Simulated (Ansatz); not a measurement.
Ansatz (an electronic-structure program) input:

Ansatz 0.2 input:
```yaml
crystal:
  periodic: [false, false, false]
  atoms:
    - {symbol: Si, position_ang: [-0.05501075, -0.17369317, 0.27788977]}
    - {symbol: F, position_ang: [-0.40918149, -0.98535387, 1.63499137]}
    - {symbol: N, position_ang: [1.51462422, -0.37827482, -0.38078910]}
    - {symbol: N, position_ang: [-0.12281523, 1.46314749, 0.80125212]}
    - {symbol: N, position_ang: [-1.12931288, -0.88059923, -0.86390245]}
    - {symbol: H, position_ang: [2.29386677, -0.01732983, 0.14224414]}
    - {symbol: H, position_ang: [1.74360768, -1.27356035, -0.77797701]}
    - {symbol: H, position_ang: [-0.85075610, 1.74289675, 1.43604887]}
    - {symbol: H, position_ang: [0.09406864, 2.20154091, 0.15591051]}
    - {symbol: H, position_ang: [-1.10711273, -0.58222701, -1.82242302]}
    - {symbol: H, position_ang: [-2.06717241, -1.10315671, -0.57758420]}
basis:
  gaussian:
    orbitals: def2-TZVP
hamiltonian:
  xc: b3lyp
  dispersion: d3bj
relax: {f_tol: 0.002, max_steps: 150}
```

Problem. Predict the final energy.

Solution. -557.55452 Eh (B3LYP-D3(BJ)/def2-TZVP). The basis has 197 functions. The run takes roughly 50 core-seconds.
